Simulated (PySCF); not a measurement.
Calculation: PBE-D3(BJ)/def2-TZVP // B3LYP-D3(BJ)/def2-TZVP (PySCF). All species are isolated molecules in the gas phase. One relaxed conformer stands for a flexible species; it need not be the lowest. 

Reference species (SMILES): `C(C)([SiH3])C` (neutral, multiplicity 1).

```yaml
HOMO–LUMO gap: 6.79 eV
HOMO: -6.89 eV
```

Changed species: `C(C)[SiH2]C` (C–C–Si–C torsion 180°).

Task: Give the shifts of the HOMO–LUMO gap and HOMO.

Result: the HOMO–LUMO gap rises by 0.33 eV, to 7.12 eV; the HOMO decreases by 0.06 eV, to -6.95 eV.
